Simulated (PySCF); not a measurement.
F$_{5}$V, charge -1, doublet, geometry from GFN2-xTB (such geometries of metal compounds can be far from the true shape) (the multiplicity is a formal guess), with bond 6-1 at 1.3 times its length; PBE/STO-3G run with PySCF.

PySCF was given this input:
```python
from pyscf import gto, scf, dft

mol = gto.M(
    atom='''
V    -0.044001    0.016631    0.057167
F     1.150695   -0.707214    1.225068
F    -1.273355    0.753575   -1.065708
F     0.308927    1.530622    0.649151
F     1.021446   -0.386073   -1.327064
F    -1.410644   -1.608424    0.467048
''',
    basis='sto-3g',
    charge=-1,
    spin=1,
    verbose=4,
)

mf = dft.UKS(mol)
mf.xc = 'pbe'
mf.diis_space = 2
mf.kernel()
```

What the program printed (banner, timings and long lists left out):

```
PySCF version 2.14.0

[INPUT] verbose = 4
[INPUT] num. atoms = 6
[INPUT] num. electrons = 69
[INPUT] charge = -1
[INPUT] spin (= nelec alpha-beta = 2S) = 1
[INPUT] symmetry False subgroup None
[INPUT] Mole.unit = angstrom
[INPUT] Symbol           X                Y                Z      unit          X                Y                Z       unit  Magmom
[...]
nuclear repulsion = 448.43745982832
number of shells = 23
number of NR pGTOs = 129
number of NR cGTOs = 43
basis = sto-3g
ecp = {}

******** <class 'pyscf.dft.uks.UKS'> ********
method = UKS
initial guess = minao
damping factor = 0
level_shift factor = 0
DIIS = <class 'pyscf.scf.diis.CDIIS'>
diis_start_cycle = 1
diis_space = 2
diis_damp = 0
SCF conv_tol = 1e-09
SCF conv_tol_grad = None
SCF max_cycles = 50
direct_scf = True
direct_scf_tol = 1e-13
number electrons alpha = 35  beta = 34
XC library pyscf.dft.libxc version 7.1.2
    S. Lehtola, C. Steigemann, M. J. T. Oliveira, and M. A. L. Marques,  SoftwareX 7, 1–5 (2018)
XC functionals = pbe
    J. P. Perdew, K. Burke, and M. Ernzerhof,  Phys. Rev. Lett. 77, 3865 (1996)
    J. P. Perdew, K. Burke, and M. Ernzerhof,  Phys. Rev. Lett. 78, 1396 (1997)
    J. P. Perdew, K. Burke, and M. Ernzerhof,  Phys. Rev. Lett. 77, 3865 (1996)
    J. P. Perdew, K. Burke, and M. Ernzerhof,  Phys. Rev. Lett. 78, 1396 (1997)
radial grids:
    Treutler-Ahlrichs [JCP 102, 346 (1995); DOI:10.1063/1.469408] (M4) radial grids

becke partition: Becke, JCP 88, 2547 (1988); DOI:10.1063/1.454033
pruning grids: <function nwchem_prune>
grids dens level: 3
symmetrized grids: False
atomic radii adjust function: <function treutler_atomic_radii_adjust>
small_rho_cutoff = 0
Set gradient conv threshold to 3.16228e-05
tot grids = 92216
init E= -1424.64659017335

cycle= 1 E= -1425.26937631103  delta_E= -0.623  |g|= 0.625  |ddm|=  2.4
cycle= 2 E= -1408.36069941663  delta_E= 16.9  |g|= 3.98  |ddm|= 4.19
cycle= 3 E= -1425.05173210984  delta_E= -16.7  |g|= 0.996  |ddm|=  3.9
cycle= 4 E= -1419.61974762067  delta_E= 5.43  |g|= 2.85  |ddm|= 4.58
cycle= 5 E= -1424.43156188131  delta_E= -4.81  |g|= 1.11  |ddm|= 4.08
cycle= 6 E= -1406.44061443341  delta_E=   18  |g|= 4.12  |ddm|= 5.02
cycle= 7 E= -1410.25458863881  delta_E= -3.81  |g|= 2.55  |ddm|= 4.56
cycle= 8 E= -1412.8340810061  delta_E= -2.58  |g|= 5.15  |ddm|= 6.09
cycle= 9 E= -1422.80384589033  delta_E= -9.97  |g|= 1.51  |ddm|= 4.44

cycle= 10 E= -1397.39680530066  delta_E= 25.4  |g|= 4.08  |ddm|= 6.75
[...]
cycle= 17 E= -1419.43280109078  delta_E= -13.6  |g|=  3.2  |ddm|= 5.23
cycle= 18 E= -1402.20974489251  delta_E= 17.2  |g|= 4.73  |ddm|= 6.58
cycle= 19 E= -1393.43574258905  delta_E= 8.77  |g|= 4.46  |ddm|= 6.88
cycle= 20 E= -1406.09879655587  delta_E= -12.7  |g|= 5.23  |ddm|= 7.33
cycle= 21 E= -1400.40721989939  delta_E= 5.69  |g|= 4.99  |ddm|=    7
cycle= 22 E= -1390.14817003757  delta_E= 10.3  |g|=  3.8  |ddm|= 7.92
cycle= 23 E= -1404.58586869455  delta_E= -14.4  |g|= 5.24  |ddm|= 7.82
cycle= 24 E= -1410.82119441944  delta_E= -6.24  |g|= 4.08  |ddm|= 6.39
cycle= 25 E= -1389.32784037017  delta_E= 21.5  |g|= 3.82  |ddm|= 8.07
cycle= 26 E= -1411.89025946235  delta_E= -22.6  |g|= 5.36  |ddm|=  7.6
cycle= 27 E= -1414.01977786114  delta_E= -2.13  |g|= 2.81  |ddm|= 6.09
cycle= 28 E= -1390.38198538566  delta_E= 23.6  |g|=  3.6  |ddm|= 8.14
cycle= 29 E= -1422.1537914657  delta_E= -31.8  |g|= 2.04  |ddm|=  6.4
cycle= 30 E= -1406.43249782168  delta_E= 15.7  |g|= 4.34  |ddm|= 5.77
cycle= 31 E= -1392.94958271702  delta_E= 13.5  |g|= 4.24  |ddm|= 7.03
cycle= 32 E= -1408.2265516719  delta_E= -15.3  |g|= 5.49  |ddm|= 7.23
cycle= 33 E= -1413.00340675591  delta_E= -4.78  |g|=  3.2  |ddm|= 6.46
cycle= 34 E= -1390.13731749011  delta_E= 22.9  |g|= 3.72  |ddm|= 8.07
cycle= 35 E= -1419.20676219092  delta_E= -29.1  |g|=  3.6  |ddm|= 6.86
cycle= 36 E= -1411.43412399548  delta_E= 7.77  |g|= 3.04  |ddm|= 6.32
cycle= 37 E= -1391.07153103967  delta_E= 20.4  |g|= 3.75  |ddm|= 8.01
cycle= 38 E= -1419.26306590633  delta_E= -28.2  |g|= 3.51  |ddm|= 6.51
cycle= 39 E= -1410.51764085543  delta_E= 8.75  |g|= 3.06  |ddm|= 6.58
cycle= 40 E= -1391.3062197123  delta_E= 19.2  |g|= 3.78  |ddm|= 8.02
cycle= 41 E= -1418.6939781422  delta_E= -27.4  |g|= 3.68  |ddm|= 6.45
cycle= 42 E= -1410.45324685427  delta_E= 8.24  |g|= 3.04  |ddm|= 6.71
cycle= 43 E= -1391.20954653381  delta_E= 19.2  |g|= 3.77  |ddm|= 8.07
cycle= 44 E= -1418.96623952326  delta_E= -27.8  |g|= 3.51  |ddm|= 6.38
cycle= 45 E= -1409.09244179941  delta_E= 9.87  |g|= 3.54  |ddm|=  6.8
cycle= 46 E= -1391.00741459233  delta_E= 18.1  |g|= 3.84  |ddm|= 8.08
cycle= 47 E= -1415.68828899662  delta_E= -24.7  |g|= 4.58  |ddm|= 6.84
cycle= 48 E= -1412.66474634058  delta_E= 3.02  |g|= 2.82  |ddm|= 6.48
cycle= 49 E= -1390.54772063287  delta_E= 22.1  |g|= 3.65  |ddm|= 8.16
cycle= 50 E= -1421.27047497533  delta_E= -30.7  |g|= 2.32  |ddm|= 6.21
SCF not converged.
SCF energy = -1421.27047497533 after 50 cycles  <S^2> = 0.75016765  2S+1 = 2.0001676
```

Convergence was not reached.
